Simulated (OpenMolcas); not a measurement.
Mn4+ among 5 point charges of -2 e arranged as a trigonal bipyramid (D3h), 1.94 Å from the ion, with the axial distance 1.668 Å.
```
   1.9400    0.0000    0.0000  -2.00
  -0.9700    1.6801    0.0000  -2.00
  -0.9700   -1.6801    0.0000  -2.00
   0.0000    0.0000    1.6684  -2.00
   0.0000    0.0000   -1.6684  -2.00
```

```yaml
Program: OpenMolcas 26.06
Method: "SS-CASPT2, IPEA 0.25 Eh, imaginary shift 0.1 Eh (closed shells correlated: 3s 3p)"
Basis: ANO-RCC-VDZP [5s4p2d1f]
Scalar_Hamiltonian: DKH2, point nucleus
Active_space: 3 electrons in 5 orbitals (3d)
State_averaging: 2S+1 = 4 even, 10 roots; 2S+1 = 2 even, 40 roots
Spin-orbit_coupling: RASSI with atomic mean-field integrals over the reference wave functions
```

Q: What is the spin-free ground state (labels of D3, the rotations of D3h)?

A: 4E, 2-fold in its orbital part, 93 % from free-ion F terms; it has the highest spin that d3 allows.

Q: Where is the first state of the same spin?

A: 4E at 143 cm-1 above the ground state. The two act as a nearly degenerate pair, with unquenched orbital momentum.

Q: What are the lowest two levels with spin-orbit coupling?

A: A 2-fold level E1/2 with g = 0.42, 0.42, 1.06, then a 2-fold level E3/2 170 cm-1 above it. Their leading multiplicities are 4 (100 %) and 4 (100 %).

Q: What is χT at 300 K, and how does it compare with the textbook value?

A: The lowest level has 2S+1 = 4, for which the spin-only value is χT = S(S+1) / 2 = 1.875 cm3 K/mol (g = 2). The computed 0.766 at 300 K differs by -1.109, through orbital momentum, spin-orbit coupling and any other state in reach.

Roots that are degenerate in the reference are averaged as groups; the widest CASPT2 spread within a group is 140 cm-1 (the 2-fold group of multiplicity 4 near 143 cm-1 above the lowest state of its run). Shifts and gaps below about the spread of the groups concerned are not significant. Spin-orbit coupling mixes the spin-free states strongly: the lowest level takes only 56 % from its leading state, 4E, which lies 143 cm-1 above the lowest spin-free state. An orbital doublet at a regular site is open to a Jahn-Teller distortion, which this geometry leaves out. Free-ion shares, where given, are those of the reference states; single-state CASPT2 does not remix them. This is an electrostatic model: the charges have no orbitals. No measured value stands beside these numbers.
